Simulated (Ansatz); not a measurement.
Basis-set series for C4H14N2Sn (`C[N](C)[SnH2][N](C)C`). Charge 0, multiplicity 1. Sn takes the def2 core potential. The structure was optimised at the PBE0-D4/def2-TZVP level. It is one conformer, not always the lowest.

| functional | basis | functions | energy (Eh) | HOMO (eV) | LUMO (eV) |
| --- | --- | --- | --- | --- | --- |
| PBE0-D4 | def2-SVP | 180 | -484.09775 | -5.83 | 0.70 |
| PBE0-D4 | def2-TZVPP | 432 | -484.40961 | -5.94 | 0.29 |
| ωB97M-V | def2-SVP | 180 | -484.19362 | -8.12 | 2.38 |
| ωB97M-V | def2-TZVPP | 432 | -484.52265 | -8.25 | 1.66 |

Problem. Give the rows for def2-QZVPP. (Estimate.)

Solution. Computed: 
```
functional       basis  functions  energy (Eh)  HOMO (eV)  LUMO (eV)
   PBE0-D4  def2-QZVPP        844   -484.42809      -5.97       0.16
   ωB97M-V  def2-QZVPP        844   -484.54086      -8.27       1.28
```

Positive LUMOs are unbound and depend on the basis.
